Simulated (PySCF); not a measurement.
HB, charge +1, doublet, at a GFN2-xTB geometry (a state made from the parent by changing its charge; the spin is typed, not shown lowest); B3LYP/def2-SVP run with PySCF.

Here is a job for PySCF.
```python
from pyscf import gto, scf, dft

mol = gto.M(
    atom='''
B    -0.00000000   -0.00000000   -0.19907760
H     0.00000000    0.00000000    0.99538801
''',
    basis='def2-svp',
    charge=1,
    spin=1,
    verbose=5,
)

mf = dft.UKS(mol)
mf.xc = 'b3lyp'
mf.kernel()
mf.analyze()
```

What the program printed (banner, timings and long lists left out):

```
PySCF version 2.14.0

[INPUT] verbose = 5
[INPUT] max_memory = 4000
[INPUT] num. atoms = 2
[INPUT] num. electrons = 5
[INPUT] charge = 1
[INPUT] spin (= nelec alpha-beta = 2S) = 1
[INPUT] symmetry False subgroup None
[INPUT] Mole.unit = angstrom
[INPUT] Symbol           X                Y                Z      unit          X                Y                Z       unit  Magmom
[...]
[INPUT] ---------------- BASIS SET ----------------
[INPUT] l, kappa, [nprim/nctr], expnt,             c_1 c_2 ...
[INPUT] B
[...]
                                126.26464843      -0.041565520771
                                28.620600763      -0.18299816983
                                7.879372271       -0.46540391866
                                2.4088857172      -0.44173884791
[...]
                                1.2499157866      -0.19895775769
                                0.3387167635      -0.50850202618
[...]
[INPUT] H
[...]
                                1.9622572         0.13796524
                                0.44453796        0.47831935
[...]
nuclear repulsion = 2.21512116585759
number of shells = 9
number of NR pGTOs = 31
number of NR cGTOs = 19
basis = def2-svp
ecp = {}

******** <class 'pyscf.dft.uks.UKS'> ********
method = UKS
initial guess = minao
damping factor = 0
level_shift factor = 0
DIIS = <class 'pyscf.scf.diis.CDIIS'>
diis_start_cycle = 1
diis_space = 8
diis_damp = 0
SCF conv_tol = 1e-09
SCF conv_tol_grad = None
SCF max_cycles = 50
direct_scf = True
direct_scf_tol = 1e-13
number electrons alpha = 3  beta = 2
XC library pyscf.dft.libxc version 7.1.2
    S. Lehtola, C. Steigemann, M. J. T. Oliveira, and M. A. L. Marques,  SoftwareX 7, 1–5 (2018)
XC functionals = b3lyp
    P. J. Stephens, F. J. Devlin, C. F. Chabalowski, and M. J. Frisch,  J. Phys. Chem. 98, 11623 (1994)
radial grids:
    Treutler-Ahlrichs [JCP 102, 346 (1995); DOI:10.1063/1.469408] (M4) radial grids

becke partition: Becke, JCP 88, 2547 (1988); DOI:10.1063/1.454033
pruning grids: <function nwchem_prune>
grids dens level: 3
symmetrized grids: False
atomic radii adjust function: <function treutler_atomic_radii_adjust>
small_rho_cutoff = 0
Set gradient conv threshold to 3.16228e-05
atom B rad-grids = 75, ang-grids = [ 50  50  50  50  50  50  50  50  50  50  50  50  50  50  50  50  50  50
  50  50  50  50  50  86  86  86  86  86  86  86  86  86 266 266 266 266
 266 266 266 302 302 302 302 302 302 302 302 302 302 302 302 302 302 302
 302 302 302 302 266 266 266 266 266 266 266 266 266 266 266 266 266 266
 266 266 266]
atom H rad-grids = 50, ang-grids = [ 50  50  50  50  50  50  50  50  50  50  50  50  50  50  50  86  86  86
  86 266 266 266 266 266 302 302 302 302 302 302 302 302 302 302 302 302
 302 266 266 266 266 266 266 266 266 266 266 266 266 266]
tot_boxes 891, boxes in each direction [7 7 9]
Padding 2 grids
tot grids = 23856
nelec by numeric integration = [2.99846045 2.99846045]
E1 = -37.31359256329982  E2 = 9.933865830214527  Ecoul = 14.185744349465807  Exc = -4.25187851925128
init E= -25.1646055672277
cond(S) = 111.07839838674644

  alpha mo_energy =
[-6.7972002  -0.49905697 -0.21503983 -0.1002007  -0.1002007   0.13968478
  0.18730221  0.27136907  0.3074198   0.3074198   0.62415491  0.9358407
  0.9358407   1.04454153  1.04454155  1.36581358  1.74064795  1.74064795
  2.44414648]
  beta  mo_energy =
[-6.7972002  -0.49905697 -0.21503983 -0.1002007  -0.1002007   0.13968478
  0.18730221  0.27136907  0.3074198   0.3074198   0.62415491  0.9358407
  0.9358407   1.04454153  1.04454155  1.36581358  1.74064795  1.74064795
  2.44414648]
multiplicity <S^2> = 0.75  2S+1 = 2
nelec by numeric integration = [2.99999997 1.99999998]
E1 = -34.578677266949526  E2 = 7.488398691026907  Ecoul = 11.424337216827663  Exc = -3.935938525800756
cycle= 1 E= -24.875157410065  delta_E= 0.289  |g|= 0.17  |ddm|= 0.908
  alpha mo_energy =
[-7.44961794 -0.8938274  -0.70139319 -0.50313924 -0.50313924 -0.17205355
 -0.0995443  -0.05049805 -0.02393493 -0.02393493  0.30829557  0.50716844
  0.50716844  0.6078023   0.60780255  0.95358225  1.38678409  1.38678409
  2.06954627]
  beta  mo_energy =
[-7.4385331  -0.86349385 -0.54098584 -0.47514988 -0.47514988 -0.14228073
 -0.08576656 -0.02128922 -0.01657236 -0.01657236  0.33878282  0.55886648
  0.55886648  0.6346904   0.63469046  1.0096316   1.42401611  1.42401611
  2.10870582]
multiplicity <S^2> = 0.7513398  2S+1 = 2.0013394
nelec by numeric integration = [2.99999997 1.99999998]
E1 = -35.087784692698996  E2 = 7.962191669968058  Ecoul = 12.00360627754619  Exc = -4.041414607578132
cycle= 2 E= -24.9104718568733  delta_E= -0.0353  |g|= 0.0464  |ddm|= 0.621
  alpha mo_energy =
[-7.29543926 -0.85243217 -0.65427651 -0.44313797 -0.44313797 -0.14684112
 -0.07666301 -0.01920048  0.01312938  0.01312938  0.32606195  0.55230841
  0.55230841  0.66569521  0.66569546  0.9951526   1.40282507  1.40282507
  2.09813462]
  beta  mo_energy =
[-7.28098146 -0.82227054 -0.47363885 -0.41575478 -0.41575478 -0.12021661
 -0.06279228  0.01819664  0.02134871  0.02134871  0.36080092  0.6113832
  0.6113832   0.69125854  0.69125869  1.05931473  1.44185214  1.44185214
  2.14050135]
multiplicity <S^2> = 0.75171862  2S+1 = 2.0017179
nelec by numeric integration = [2.99999997 1.99999998]
E1 = -35.010639568789806  E2 = 7.882817818769094  Ecoul = 11.915046210229468  Exc = -4.032228391460374
cycle= 3 E= -24.9127005841631  delta_E= -0.00223  |g|= 0.00803  |ddm|= 0.107
  alpha mo_energy =
[-7.29339559 -0.84352405 -0.65433028 -0.44090335 -0.44090335 -0.14008978
 -0.07467739 -0.01761174  0.01467109  0.01467109  0.33355107  0.55749295
  0.55749295  0.66752696  0.66752711  1.00142618  1.41365329  1.41365329
  2.10964886]
  beta  mo_energy =
[-7.27769767 -0.81553294 -0.46609171 -0.41200231 -0.41200231 -0.11462754
 -0.05988062  0.02142109  0.02349652  0.02349652  0.36877416  0.61865222
  0.61865222  0.69443034  0.69443055  1.06862353  1.45172257  1.45172257
  2.15154576]
multiplicity <S^2> = 0.75178474  2S+1 = 2.0017839
[...]
converged SCF energy = -24.9127862710862  <S^2> = 0.75169344  2S+1 = 2.0016927
Total Energy =                         -24.912786271086244
[...]
0 B 3px          0.00000  -0.00000  -0.00000   0.01310   0.00659
0 B 3py         -0.00000  -0.00000  -0.00000  -0.00659   0.01310
0 B 3pz         -0.00037  -0.08069   0.05365  -0.00000  -0.00000
0 B 3dxy         0.00000  -0.00000   0.00000   0.00000   0.00000
0 B 3dyz        -0.00000   0.00000  -0.00000   0.01756  -0.03492
0 B 3dz^2       -0.00115   0.03253  -0.05113  -0.00000  -0.00000
0 B 3dxz        -0.00000   0.00000   0.00000  -0.03492  -0.01756
0 B 3dx2-y2      0.00000  -0.00000  -0.00000   0.00000   0.00000
1 H 1s          -0.00353   0.60573  -0.28567   0.00000  -0.00000
1 H 2s          -0.00002  -0.09393   0.02516  -0.00000   0.00000
1 H 2px          0.00000  -0.00000   0.00000  -0.02495  -0.01255
1 H 2py          0.00000  -0.00000   0.00000   0.01255  -0.02495
1 H 2pz          0.00019  -0.04462   0.01930  -0.00000  -0.00000
               #6        #7        #8        #9        #10
0 B 1s          -0.00316  -0.00193   0.00277  -0.00000  -0.00000
0 B 2s          -0.24148   0.09217   0.02638  -0.00000  -0.00000
0 B 3s           0.16608   0.85112  -0.45644   0.00000   0.00000
0 B 2px          0.00000  -0.00000  -0.00000  -0.01547  -0.00017
0 B 2py          0.00000   0.00000  -0.00000   0.00017  -0.01547
0 B 2pz          0.45502  -0.25079  -0.03757   0.00000   0.00000
0 B 3px          0.00000   0.00000   0.00000   0.99962   0.01130
0 B 3py          0.00000  -0.00000   0.00000  -0.01130   0.99962
0 B 3pz         -0.05773   0.39355   0.85403  -0.00000  -0.00000
0 B 3dxy        -0.00000   0.00000  -0.00000  -0.00000  -0.00000
0 B 3dyz        -0.00000   0.00000  -0.00000   0.00023  -0.01991
0 B 3dz^2       -0.01030  -0.13157  -0.07795   0.00000   0.00000
0 B 3dxz         0.00000  -0.00000  -0.00000  -0.01991  -0.00023
0 B 3dx2-y2      0.00000  -0.00000   0.00000  -0.00000   0.00000
1 H 1s           0.64898  -0.08453   0.05666  -0.00000  -0.00000
1 H 2s           0.52728   0.12262   0.19659  -0.00000  -0.00000
1 H 2px         -0.00000   0.00000  -0.00000  -0.00051  -0.00001
1 H 2py          0.00000  -0.00000  -0.00000   0.00001  -0.00051
1 H 2pz          0.06641   0.09911   0.11064  -0.00000  -0.00000
               #11       #12       #13       #14       #15
0 B 1s           0.00285  -0.00000  -0.00000   0.00000  -0.00000
0 B 2s           0.18910  -0.00000  -0.00000   0.00000   0.00000
0 B 3s          -0.16271   0.00000   0.00000  -0.00000   0.00000
0 B 2px          0.00000   0.03247   0.03445   0.00000   0.00000
0 B 2py         -0.00000   0.03445  -0.03247  -0.00000   0.00000
0 B 2pz         -0.31576   0.00000   0.00000  -0.00000   0.00000
0 B 3px          0.00000   0.01272   0.01350   0.00000   0.00000
0 B 3py          0.00000   0.01350  -0.01272  -0.00000   0.00000
0 B 3pz         -0.28810   0.00000   0.00000  -0.00000  -0.00000
0 B 3dxy        -0.00000  -0.00000  -0.00000   1.00000  -0.00000
0 B 3dyz        -0.00000   0.64210  -0.60513  -0.00000  -0.00000
0 B 3dz^2       -0.21755   0.00000   0.00000  -0.00000   0.00000
0 B 3dxz         0.00000   0.60513   0.64210   0.00000  -0.00000
0 B 3dx2-y2      0.00000   0.00000   0.00000   0.00000   1.00000
1 H 1s          -0.32829   0.00000   0.00000  -0.00000   0.00000
1 H 2s           0.77349  -0.00000  -0.00000   0.00000  -0.00000
1 H 2px          0.00000   0.32091   0.34052   0.00000  -0.00000
1 H 2py          0.00000   0.34052  -0.32091  -0.00000  -0.00000
1 H 2pz          0.04073   0.00000  -0.00000  -0.00000   0.00000
               #16       #17       #18       #19
0 B 1s           0.00152  -0.00000  -0.00000   0.00100
0 B 2s           0.05361   0.00000  -0.00000   0.04043
0 B 3s           0.06489  -0.00000   0.00000  -0.01787
0 B 2px         -0.00000   0.00499   0.00414  -0.00000
0 B 2py         -0.00000  -0.00414   0.00499  -0.00000
0 B 2pz         -0.04113   0.00000  -0.00000  -0.03906
0 B 3px         -0.00000  -0.00675  -0.00561   0.00000
0 B 3py          0.00000   0.00561  -0.00675  -0.00000
0 B 3pz          0.11263  -0.00000  -0.00000  -0.08566
0 B 3dxy        -0.00000  -0.00000   0.00000  -0.00000
0 B 3dyz        -0.00000   0.29958  -0.36035  -0.00000
0 B 3dz^2        0.86182   0.00000  -0.00000   0.42752
0 B 3dxz        -0.00000  -0.36035  -0.29958   0.00000
0 B 3dx2-y2      0.00000   0.00000  -0.00000   0.00000
1 H 1s          -0.10244  -0.00000  -0.00000  -0.04087
1 H 2s           0.24599   0.00000  -0.00000  -0.00584
1 H 2px          0.00000   0.67925   0.56471  -0.00000
1 H 2py          0.00000  -0.56471   0.67925   0.00000
1 H 2pz         -0.40595   0.00000   0.00000   0.89705

To work with the spin densities directly, `use mulliken_meta_spin()` only printing them here.

 ** Mulliken spin pop alpha/beta on meta-lowdin orthogonal AOs **
 ** Mulliken Spin Density (per AO)  **
spin_pop of  0 B 1s        0.00011
spin_pop of  0 B 2s        0.35459
spin_pop of  0 B 3s        0.00228
spin_pop of  0 B 2px       0.00000
spin_pop of  0 B 2py      -0.00000
spin_pop of  0 B 2pz       0.54427
spin_pop of  0 B 3px      -0.00000
spin_pop of  0 B 3py       0.00000
spin_pop of  0 B 3pz       0.01305
spin_pop of  0 B 3dxy      0.00000
spin_pop of  0 B 3dyz     -0.00000
spin_pop of  0 B 3dz^2     0.00072
spin_pop of  0 B 3dxz     -0.00000
spin_pop of  0 B 3dx2-y2   -0.00000
spin_pop of  1 H 1s        0.08093
spin_pop of  1 H 2s        0.00336
spin_pop of  1 H 2px       0.00000
spin_pop of  1 H 2py       0.00000
spin_pop of  1 H 2pz       0.00069
 ** Mulliken Spin Density (per atom)  **
spin density of  0 B =      0.91502
spin density of  1 H =      0.08498
 ** Mulliken pop alpha/beta on meta-lowdin orthogonal AOs **
 ** Mulliken pop       alpha | beta **
[...]
In total             3.00000 | 2.00000
 ** Mulliken atomic charges   ( Nelec_alpha | Nelec_beta ) **
charge of  0B =      0.84045  (     2.53729      1.62227 )
charge of  1H =      0.15955  (     0.46271      0.37773 )

WARN: System has nonzero charge 1; the dipole moment is origin-dependent.
Location of origin: [0. 0. 0.]

Dipole moment(X, Y, Z, Debye): -0.00000, -0.00000, -0.12416
```
